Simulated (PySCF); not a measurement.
## Löwdin shares of the frontier orbitals

Species: C11H14O.
Geometry (PBE0-D3(BJ)/def2-SVP, Å), atoms numbered from 1 in this order:
```
atom  x, y, z in Å
C1     4.490   -1.075   -0.367
C2     3.072   -1.184    0.172
C3     2.109   -0.200   -0.475
C4     0.693   -0.312    0.059
C5    -0.263    0.687   -0.555
O6     0.115    1.491   -1.379
C7    -1.697    0.665   -0.122
C8    -2.197   -0.240    0.822
C9    -3.542   -0.208    1.183
C10   -4.398    0.727    0.604
C11   -3.908    1.633   -0.339
C12   -2.566    1.601   -0.699
H13    4.901   -0.066   -0.203
H14    5.167   -1.794    0.119
H15    4.519   -1.269   -1.451
H16    3.078   -1.024    1.266
H17    2.699   -2.213    0.025
H18    2.467    0.833   -0.331
H19    2.094   -0.348   -1.567
H20    0.290   -1.327   -0.107
H21    0.675   -0.174    1.155
H22   -1.538   -0.977    1.284
H23   -3.924   -0.917    1.921
H24   -5.453    0.751    0.888
H25   -4.579    2.366   -0.794
H26   -2.152    2.295   -1.433
```

Computed with TDDFT CAM-B3LYP/def2-SVPD, vertical, gas phase, core orbitals frozen in the response in PySCF.

Frontier orbitals with the atoms that hold most of them (Löwdin shares over 4%, at most four atoms; ? is withheld):

```json
{"orbital": "HOMO-3", "ε (eV)": "-10.54", "atoms": "C2 23%, C3 19%, H17 10%, H16 9%"}
{"orbital": "HOMO-2", "ε (eV)": "-8.86", "atoms": "C11 25%, C8 24%, C10 11%, C12 11%"}
{"orbital": "HOMO-1", "ε (eV)": "-8.82", "atoms": "?"}
{"orbital": "HOMO", "ε (eV)": "?", "atoms": "?"}
{"orbital": "LUMO", "ε (eV)": "-0.59", "atoms": "C5 18%, O6 17%, C10 13%, C7 13%"}
{"orbital": "LUMO+1", "ε (eV)": "0.56", "atoms": "C9 18%, C11 18%, C8 18%, C12 18%"}
{"orbital": "LUMO+2", "ε (eV)": "1.22", "atoms": "C4 9%, C8 9%, H22 8%, C5 7%"}
```

(1) Give the leading atoms of the HOMO.

(2) Which atoms hold the HOMO-1, and with what shares?

(3) What is the HOMO energy, and the HOMO–LUMO gap?

Results:

(1) C9 (bonded to 2 C and H) 20%; C12 (bonded to 2 C and H) 19%; C7 (bonded to 3 C) 18%; C10 (bonded to 2 C and H) 18%.

(2) O6 (bonded to C) 59%; C5 (bonded to 2 C and O) 12%; C4 (bonded to 2 C and 2 H) 11%; C7 (bonded to 3 C) 9%. By element: oxygen 59%, carbon 31% or more.

(3) ε(HOMO) = -8.76 eV; the gap is 8.17 eV (0.3003 hartree).

How does S1 compare with the orbital gap of 8.17 eV?

S1 is at 4.02 eV (f = 0.0000), 4.15 eV below the gap, made of HOMO-1→LUMO (88%), HOMO-1→LUMO+5 (8%). Its leading pair isn't HOMO and LUMO; the energies of that pair differ by 8.23 eV. 

One configuration dominates each of S1 and S5. Which, and how do the shares of the two leading atoms of either orbital change from the occupied to the empty one?

- S1 (4.02 eV, f 0.0000), HOMO-1→LUMO (88%): O6 59% → 17%, C5 12% → 18%
- S5 (6.58 eV, f 0.0057), HOMO-1→LUMO+1 (95%): O6 59% → at most 18%, C5 12% → at most 18%, C9 at most 9% → 18%, C11 at most 9% → 18%

Time: 96 s wall, 3.6 min CPU; peak memory 2.4 GiB. Hardware: 2 threads, AMD EPYC 7B13 (x86_64), shared host with 64 logical CPUs at a one-minute load of 8.8.

One conformer stands for the species.
